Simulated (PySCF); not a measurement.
Ti: excitation energy

Ti [Ar] 3d2 4s2 (3F) → Ti [Ar] 3d2 4s1 4p1 (high-spin determinant), as a difference of total energies. Calculation: PySCF 2.14, in aug-cc-pVTZ with one added diffuse shell each of s, p, d, f, g type (9s8p6d4f3g, 118 functions); no relativity, point nucleus. Correlated levels: valence: [Ar] frozen. The calculations carry no spin-orbit coupling.

| method | excitation energy (eV) |
| --- | --- |
| UHF | 0.985 |
| LDA | 2.093 |
| PBE | 1.891 |
| PBE0 | 1.780 |
| r2SCAN | 1.600 |
| BP86 | 1.971 |
| B97-3 | 2.264 |
| CAM-B3LYP | 2.086 |
| MP2 (valence) | 1.689 |
| SCS-MP2 (valence) | 1.937 |

**Question.** How much does correlation contribute at MP2 (valence)?

**Answer.** 1.689 − (0.985) = 0.704 eV, measured against UHF.

A first-order spin-orbit estimate (lowest level to lowest level, LS coupling) adds -0.008 eV.

The determinant of the upper state mixes LS terms, which raises its energy above the lowest term, most at the Hartree-Fock and MP2 levels.
